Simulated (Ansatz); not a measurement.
Isolated molecules relaxed with PBE0-D4/def2-TZVP in Ansatz; ΔE leaves out vibrations. CCSD(T)/CBS is the MP2 limit (def2-TZVPP, def2-QZVPP) plus CCSD(T) − MP2 in def2-TZVPP, frozen cores. DFT in def2-TZVPP. Open shells (•) are unrestricted, without spin–orbit coupling. For Br, Mg outer-core shells are correlated without core-valence functions, which leaves a few kJ/mol of doubt a bond. Scalar relativity is left out up to krypton. Each species was taken in one conformer, which may not be the lowest.

`C[O][Mg][Br]` → `[Mg][Br]`• + `C[O]`•  (homolysis of the Mg–O bond)

```
             level  ΔE (kcal/mol)  difference from CCSD(T)/CBS
            PBE-D4           89.2                        -13.5
            B97M-V           91.6                        -11.1
           ωB97X-V           94.7                         -8.0
            revPBE           84.4                        -18.3
              PBE0           88.3                        -14.4
           r2SCANh           88.8                        -13.9
           r2SCAN0           88.0                        -14.7
           LC-ωPBE           93.3                         -9.4
RPA@PBE/def2-TZVPP           88.9                        -13.8
      MP2/def2-SVP          102.1                         -0.6
     HF/def2-TZVPP           63.1                        -39.6
    MP2/def2-TZVPP          102.8                          0.1
    MP2/def2-QZVPP          107.6                          4.9
SCS-MP2/def2-QZVPP          105.6                          2.9
      HF/CBS(def2)           64.1                        -38.6
    CCSD/CBS(def2)          100.9                         -1.8
       CCSD(T)/CBS          102.7                            0
```

Largest T1 diagnostic among the species: 0.019.

The D4 term adds +0.9 kcal/mol with B3LYP and +0.6 kcal/mol with PBE0; it sums over pairs of atoms, weighted by their polarisabilities, and B3LYP, whose exchange is more repulsive, gets the larger term. From r2SCAN to r2SCAN0 (25 % exact exchange), in def2-TZVPP and without D4, ΔE moves by −1.3 kcal/mol: exact exchange takes away binding that semilocal exchange gives to molecules. At CCSD(T), def2-SVP lies −7.2 kcal/mol from the extrapolated value and def2-TZVPP −7.8 kcal/mol.

B3LYP here is the variant with VWN-RPA as its local correlation; programs differ in this.
